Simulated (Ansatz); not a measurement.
A short molecular-dynamics run on KNa₂⁺ (the lowest singlet isomer of a short search).

```yaml
crystal:
  periodic: [false, false, false]
  atoms:
    - {symbol: Na, position_ang: [0.900785, 1.816809, 0.246014]}
    - {symbol: Na, position_ang: [-1.397516, 0.228457, -1.472178]}
    - {symbol: K, position_ang: [0.496721, -2.045265, 1.226164]}
basis:
  gaussian: {orbitals: def2-SVP}
total_charge: 1
hamiltonian: {xc: {name: r2SCAN}}
md: {timestep: 1 fs, n_steps: 15, ensemble: nve, temperature: 700, initial_velocities: maxwell_boltzmann, seed: 667}
scf: {omitted_lower_state_checks: [starts]}
```

```sh
$ ansatz run in.yaml --threads 4 --pin off --events-out ev --progress --plain --max-ram 3916MiB
```

```
step  time (fs)  potential energy (eV)  kinetic (eV)  T (K)  conserved (eV)
   0        0.0            -25145.1063        0.0905    700     -25145.0158
   1        1.0            -25145.1066        0.0909    703     -25145.0158
   2        2.0            -25145.1070        0.0912    705     -25145.0158
   3        3.0            -25145.1073        0.0915    708     -25145.0158
   4        4.0            -25145.1075        0.0918    710     -25145.0158
   5        5.0            -25145.1078        0.0920    712     -25145.0158
   6        6.0            -25145.1080        0.0922    713     -25145.0158
   7        7.0            -25145.1081        0.0923    714     -25145.0158
   8        8.0            -25145.1082        0.0925    715     -25145.0158
   9        9.0            -25145.1083        0.0925    716     -25145.0158
  10       10.0            -25145.1084        0.0926    716     -25145.0158
  11       11.0            -25145.1084        0.0926    716     -25145.0158
  12       12.0            -25145.1084        0.0926    716     -25145.0158
  13       13.0            -25145.1083        0.0926    716     -25145.0158
  14       14.0            -25145.1083        0.0925    715     -25145.0158
  15       15.0            -25145.1082        0.0924    715     -25145.0158
```

Velocities are drawn at the set temperature; a run this short doesn't reach equilibrium.

Frames (Å, forces in eV/Å):

```xyz
3
time=0.0 fs
Na    0.901    1.817    0.246    0.052    0.075    0.025
Na   -1.398    0.228   -1.472   -0.069   -0.009   -0.065
K     0.497   -2.045    1.226    0.016   -0.066    0.040
3
time=1.0 fs
Na    0.899    1.815    0.245    0.053    0.075    0.026
Na   -1.400    0.233   -1.476   -0.067   -0.012   -0.063
K     0.499   -2.047    1.229    0.014   -0.063    0.037
3
time=2.0 fs
Na    0.898    1.814    0.244    0.054    0.075    0.027
Na   -1.402    0.239   -1.480   -0.066   -0.015   -0.061
K     0.501   -2.049    1.232    0.012   -0.061    0.034
3
time=3.0 fs
Na    0.897    1.812    0.243    0.055    0.075    0.028
Na   -1.404    0.244   -1.484   -0.065   -0.017   -0.058
K     0.503   -2.051    1.234    0.010   -0.058    0.031
3
time=4.0 fs
Na    0.895    1.810    0.243    0.055    0.075    0.028
Na   -1.406    0.249   -1.488   -0.064   -0.020   -0.056
K     0.505   -2.053    1.237    0.008   -0.055    0.028
3
time=5.0 fs
Na    0.894    1.809    0.242    0.056    0.075    0.029
Na   -1.408    0.254   -1.491   -0.062   -0.023   -0.054
K     0.507   -2.055    1.240    0.006   -0.052    0.025
3
time=6.0 fs
Na    0.892    1.808    0.241    0.057    0.075    0.029
Na   -1.410    0.259   -1.495   -0.061   -0.025   -0.051
K     0.509   -2.058    1.243    0.004   -0.050    0.022
3
time=7.0 fs
Na    0.891    1.806    0.240    0.057    0.075    0.030
Na   -1.412    0.264   -1.499   -0.060   -0.028   -0.049
K     0.511   -2.060    1.246    0.002   -0.047    0.019
3
time=8.0 fs
Na    0.890    1.805    0.239    0.058    0.075    0.030
Na   -1.414    0.269   -1.503   -0.058   -0.031   -0.047
K     0.513   -2.062    1.248    0.001   -0.044    0.016
3
time=9.0 fs
Na    0.889    1.803    0.239    0.058    0.075    0.031
Na   -1.417    0.273   -1.507   -0.057   -0.033   -0.045
K     0.515   -2.064    1.251   -0.001   -0.042    0.014
3
time=10.0 fs
Na    0.887    1.802    0.238    0.058    0.074    0.031
Na   -1.419    0.278   -1.511   -0.055   -0.035   -0.042
K     0.517   -2.066    1.254   -0.003   -0.039    0.011
3
time=11.0 fs
Na    0.886    1.801    0.237    0.059    0.074    0.032
Na   -1.421    0.283   -1.515   -0.054   -0.038   -0.040
K     0.519   -2.068    1.257   -0.005   -0.036    0.008
3
time=12.0 fs
Na    0.885    1.799    0.236    0.059    0.074    0.032
Na   -1.423    0.288   -1.519   -0.052   -0.040   -0.038
K     0.521   -2.070    1.260   -0.006   -0.034    0.006
3
time=13.0 fs
Na    0.884    1.798    0.236    0.059    0.073    0.033
Na   -1.426    0.293   -1.523   -0.051   -0.042   -0.036
K     0.523   -2.072    1.262   -0.008   -0.031    0.003
3
time=14.0 fs
Na    0.883    1.797    0.235    0.059    0.073    0.033
Na   -1.428    0.298   -1.528   -0.050   -0.044   -0.034
K     0.525   -2.074    1.265   -0.010   -0.029    0.001
3
time=15.0 fs
Na    0.882    1.796    0.234    0.059    0.072    0.033
Na   -1.431    0.303   -1.532   -0.048   -0.046   -0.031
K     0.527   -2.077    1.268   -0.011   -0.026   -0.002
```

It took 18 s on 4 threads of Arm Neoverse V1 on a shared host.
